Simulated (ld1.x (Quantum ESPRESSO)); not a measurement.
## An all-electron radial function and its pseudo partner (P (Z = 15))

Columns: radius, all-electron u(r) and pseudo u(r) of the 3s shell (level -14.30 eV) of phosphorus in the configuration [Ne] 3s1.5 3p3.5; LDA (PZ), non-relativistic, TM semilocal scheme, ld1.x (Quantum ESPRESSO) 7.5.

| r (bohr) | all-electron | pseudo |
| --- | --- | --- |
| 0.100 | 0.1234 | 0.0466 |
| 0.200 | -0.1863 | 0.0923 |
| 0.300 | -0.3620 | 0.1362 |
| 0.400 | -0.3679 | 0.1782 |
| 0.500 | -0.2626 | 0.2192 |
| 0.600 | -0.1026 | 0.2621 |
| 0.700 | 0.0735 | 0.3111 |
| 0.800 | 0.2426 | 0.3713 |
| 0.900 | 0.3924 | 0.4456 |
| 1.000 | 0.5175 | 0.5314 |
| 1.100 | 0.6167 | 0.6181 |
| 1.200 | 0.6910 | 0.6911 |
| 1.300 | 0.7430 | 0.7430 |
| 1.400 | 0.7753 | 0.7753 |
| 1.500 | 0.7910 | 0.7910 |
| 1.600 | 0.7929 | 0.7929 |
| 1.700 | 0.7837 | 0.7837 |
| 1.800 | 0.7659 | 0.7659 |
| 1.900 | 0.7416 | 0.7416 |
| 2.000 | 0.7124 | 0.7124 |
| 2.100 | 0.6799 | 0.6799 |
| 2.200 | 0.6453 | 0.6453 |
| 2.300 | 0.6095 | 0.6095 |
| 2.400 | 0.5732 | 0.5732 |
| 2.500 | 0.5373 | 0.5373 |
| 2.600 | 0.5019 | 0.5019 |

Task: How many radial nodes do the two functions have?

Result: The all-electron 3s function has n − l − 1 = 2; the pseudo-wave has 0, since the states of the same l below it are removed with the core.

Task: At about which radius was the pseudo-wave matched?

Result: 1.25 bohr, where the columns begin to agree (steps of 0.10 bohr).

Task: Is the pseudo-wave norm-conserving?

Result: Yes: the TM semilocal scheme keeps the norm inside the radius equal to the all-electron one, which fixes the energy derivative of the logarithmic derivative at the level.
